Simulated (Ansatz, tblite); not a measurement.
Forces on (AgF)2 ring (Ag₂F₂) at its r2SCAN-D4/def2-TZVP geometry. Total charge 0; singlet.

In the def2 sets Ag takes a core potential; there is no spin–orbit coupling. The xTB rows come from tblite.

GFN1-xTB (tblite), largest force 0.57 eV/Å:

```xyz
4
positions Å, forces eV/Å
Ag   -0.667   -1.169   -0.539   -0.258   -0.457   -0.211
F    -1.423    0.833   -0.047   -0.374    0.221   -0.012
Ag    0.667    1.168    0.542    0.258    0.460    0.212
F     1.423   -0.832    0.044    0.375   -0.224    0.010
```

GFN2-xTB (tblite), largest force 0.56 eV/Å:

```
Ag -0.255 -0.448 -0.207
F -0.465 0.272 -0.015
Ag 0.255 0.450 0.208
F 0.465 -0.274 0.014
```

r2SCANh-D4/def2-TZVP (Ansatz), largest force 0.07 eV/Å:

```
Ag -0.002 -0.009 -0.005
F 0.058 -0.033 0.004
Ag 0.003 0.012 0.003
F -0.058 0.029 -0.002
```
